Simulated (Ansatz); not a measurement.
`C=[CH][AlH][F]` + CH₃OH → `C[O][AlH][F]` + `C=C` at 298.15 K and 1 bar (ligand exchange at the Al–C bond).

Program: Ansatz. Geometries: PBE0-D4/def2-TZVP. ΔE: electronic, gas phase. CCSD(T)/CBS is the MP2 limit (def2-TZVPP, def2-QZVPP) plus CCSD(T) − MP2 in def2-TZVPP, frozen cores. This one scheme is used for every species. One conformer a species, not always the lowest.

```csv
species,CCSD(T)/CBS energy (Eh),H − E (kJ/mol),S (J/(mol·K))
`C=[CH][AlH][F]`,-420.36993,151.6,312.4
CH₃OH,-115.61712,146.3,238.2
`C[O][AlH][F]`,-457.55503,153.7,324.2
`C=C`,-78.48111,144.6,218.9
```

H − E and S are ideal-gas, rigid-rotor, harmonic terms from PBE0-D4/def2-TZVP, for one conformer and one mirror image of each species. 1 Eh = 2625.50 kJ/mol, R = 8.31446 J/(mol·K).

Question: By hand: ΔE, ΔH, ΔS and ΔG.

Answer: ΔE = (-457.55503) + (-78.48111) − (-420.36993) − (-115.61712) = -0.04909 Eh = -128.9 kJ/mol. Δ(H − E) = 153.7 + 144.6 − 151.6 − 146.3 = 0.4, so ΔH = -128.5 kJ/mol. ΔS = 324.2 + 218.9 − 312.4 − 238.2 = -7.5 J/(mol·K). ΔG = -128.5 − 298.15 × (-7.5)/1000 = -126.3 kJ/mol.

Question: By hand: the equilibrium constant, and the temperature at which ΔG would vanish if ΔH and ΔS stayed fixed.

Answer: log₁₀ K = −ΔG/(RT ln 10) = 22.1. ΔG = 0 at ΔH/ΔS = 17133 K, far beyond where these terms or the molecules hold.

The number of gas molecules stays the same, so ΔS is small and ΔH decides. A doubt of 5 kJ/mol in ΔE shifts log₁₀ K by 0.9 here. Other conformers and mirror images would add mixing entropy, several J/(mol·K) or more a flexible species. These are equilibria of isolated gas molecules and say nothing of rates. Largest T1 diagnostic: 0.013 (customary marks: 0.02 for closed shells, 0.045 for open ones).
